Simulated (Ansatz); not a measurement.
Species: sum formula H₇SiN₃O, charge 0, multiplicity 1. SMILES: O[Si](N)(N)N
Coordinates optimised at B3LYP-D3(BJ)/def2-TZVP (Ansatz, an electronic-structure program):
```
Si
O 1 1.6555
H 2 0.9598 1 115.46
N 1 1.7091 2 101.03 3 -169.87
H 4 1.0056 1 121.93 2 -179.56
H 4 1.0062 5 112.52 1 155.42
N 1 1.7095 2 120.49 3 74.54
H 7 1.0067 1 121.37 2 -77.48
H 7 1.0067 8 112.14 1 -152.24
N 1 1.7238 2 105.23 3 -40.97
H 10 1.0082 1 119.45 2 172.25
H 10 1.0082 11 110.65 1 -144.94
```
Charge 0, spin multiplicity 1.

Computed values are from Ansatz. Cores are frozen in the correlated levels unless marked. UHF or UKS for open shells. No spin-orbit coupling. No relativistic terms. Basis-set limits of correlation are two-point, X^-3; Hartree-Fock from the larger set. [CCSD(T)-MP2]/basis is that difference in the basis named.

Task: What is the dipole moment at CCSD(T)/aug-cc-pV(D+d)Z?

Result: 1.37 D.

Task: What is the T1 diagnostic at CCSD/aug-cc-pV(Q+d)Z?

Result: 0.010.

Task: What is the vertical triplet-singlet gap at RI-MP2/CBS(aug-cc-pV(T+d)Z,aug-cc-pV(Q+d)Z)+[CCSD(T)-MP2]/aug-cc-pV(T+d)Z?

Result: 6.02 eV.

Task: What is the total energy at CCSD(T)/CBS(aug-cc-pV(T+d)Z,aug-cc-pV(Q+d)Z)?

Result: -532.7318 Eh.

Task: What is the atomisation energy De at CCSD(T)/CBS(aug-cc-pV(T+d)Z,aug-cc-pV(Q+d)Z)?

Result: 4461.8 kJ/mol.
